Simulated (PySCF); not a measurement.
CH4BrFOSi.

```xyz
9

Si    -0.4553     0.3377     0.4835
F     -0.6323     1.8765     0.0221
Br     1.5169    -0.3748    -0.1567
O     -1.5722    -0.5930    -0.2642
C     -2.9693    -0.4599    -0.1549
H     -0.5707     0.3107     1.9577
H     -3.3182     0.4909    -0.5910
H     -3.3057    -0.5089     0.8959
H     -3.4388    -1.2880    -0.7042
```
Charge 0, spin multiplicity 1.

Geometry: PBE0-D3(BJ)/def2-SVP. This is a generated structure with no PubChem entry under its InChIKey; it may be hypothetical. One conformer was computed; it need not be the lowest.

Calculation: PBE/pcSseg-1 (PySCF). Non-relativistic, no solvent.

Computed absolute GIAO shielding of each atom: isotropic value and principal components (ppm):
| atom | σ(iso) | σ11 | σ22 | σ33 | span |
|---|---|---|---|---|---|
| Si1 | 350.2 | 308.7 | 359.0 | 383.0 | 74.3 |
| F2 | 279.6 | 234.8 | 261.1 | 342.8 | 107.9 |
| Br3 | 2450.0 | 2157.6 | 2279.1 | 2913.3 | 755.7 |
| O4 | 262.8 | 184.3 | 291.5 | 312.6 | 128.3 |
| C5 | 125.7 | 96.5 | 99.5 | 181.0 | 84.5 |
| H6 | 25.6 | 21.5 | 23.3 | 31.9 | 10.4 |
| H7 | 27.2 | 22.6 | 25.0 | 33.9 | 11.3 |
| H8 | 27.4 | 23.4 | 24.8 | 33.9 | 10.6 |
| H9 | 27.3 | 23.1 | 24.9 | 33.8 | 10.7 |
